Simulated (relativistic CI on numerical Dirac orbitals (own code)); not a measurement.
Ir XXXIII: q coefficients and field-shift factors

Method of calculation: Dirac-Coulomb-Breit CI, KLI orbitals optimised for each configuration, derivatives by finite differences, unscaled Slater integrals, QED left out (own radial code, finite nucleus).

CI space (outside the closed core [Ar] 3d10): 4s2 4p6 4d9, 4s2 4p5 4d10, 4s2 4p6 4d8 4f, 4s 4p6 4d10, 4s2 4p5 4d9 4f, 4s 4p6 4d9 4f, 4s2 4p6 4d8 5s, 4s2 4p4 4d10 4f. Levels of other configurations are missing.

With x = (α/α₀)² − 1 an excitation energy changes as ω = ω₀ + qx; K = 2q/ω₀ is the relative enhancement. Terms are leading LS components, so labels can repeat. The field-shift factor is F = δν/δ⟨r²⟩ for the transition from the lowest level.

Lowest level 4s2 4p6 4d9 2D_5/2.

```csv
Level,ω₀ (cm⁻¹),q (cm⁻¹),F (GHz/fm²)
4s2 4p6 4d9 2D_3/2,166572,169000,5.26
4s2 4p5 4d10 2P°_3/2,1590168,184600,17
4s2 4p6 4d8 4f 4F°_5/2,1658165,2828,25.1
4s2 4p6 4d8 4f 4F°_7/2,1667190,11190,25.5
4s2 4p6 4d8 4f 4D°_3/2,1678282,16620,24.9
4s2 4p6 4d8 4f 2F°_5/2,1692789,13320,25.4
4s2 4p6 4d8 4f 4F°_9/2,1693067,19570,26
4s2 4p6 4d8 4f 4I°_13/2,1696943,760.9,25.5
4s2 4p6 4d8 4f 4H°_11/2,1710398,8097,25.7
4s2 4p6 4d8 4f 2P°_1/2,1718800,43510,26.6
4s2 4p6 4d8 4f 4D°_7/2,1718931,21530,25.6
4s2 4p6 4d8 4f 4I°_15/2,1719336,37450,27.2
4s2 4p6 4d8 4f 2D°_3/2,1726452,18410,26
```

At this charge energies of transitions that change n are usually good to better than 1 %, and those within a shell (Δn = 0) to a few per cent.

Which transition from the lowest level has the largest |K|?

4s2 4p6 4d9 2D_3/2 at 166572 cm⁻¹, K = 2.03.
